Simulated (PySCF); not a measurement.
**Curvature of the energy in the electron number along group 16, charge +2**

Calculated with PySCF 2.14, in x2c-TZVPall, spin-free X2C: one orbital is emptied in steps, and each cell gives the departure of E from the straight line at half an electron, in eV (from a cubic fit). The exact functional gives zero.

| species | orbital | LDA | PBE | r2SCAN | PBE0 | BHandHLYP | LC-wPBE | wB97X | UHF |
| --- | --- | --- | --- | --- | --- | --- | --- | --- | --- |
| O²⁺ | 2p alpha | -2.63 | -2.55 | -2.32 | -1.84 | -1.14 | -1.19 | -1.17 | 0.28 |
| S²⁺ | 3p alpha | -1.51 | -1.46 | -1.35 | -1.06 | -0.69 | -0.33 | -0.41 | 0.14 |
| Se²⁺ | 4p alpha | -1.36 | -1.32 | -1.23 | -0.96 | -0.63 | -0.24 | -0.33 | 0.11 |
| Te²⁺ | 5p alpha | -1.17 | -1.13 | -1.04 | -0.82 | -0.55 | -0.14 | -0.23 | 0.09 |

Q: How does the mean departure depend on the functional?

A: LDA -1.67 eV; PBE -1.61 eV; r2SCAN -1.49 eV; PBE0 -1.17 eV; BHandHLYP -0.75 eV; LC-wPBE -0.47 eV; wB97X -0.54 eV; UHF 0.16 eV. Semilocal functionals are convex (delocalisation error), Hartree-Fock is concave or straight, and exact exchange removes curvature roughly in proportion to its share, so among the functionals the range-separated hybrids usually come closest to zero.

No spin-orbit coupling is included.
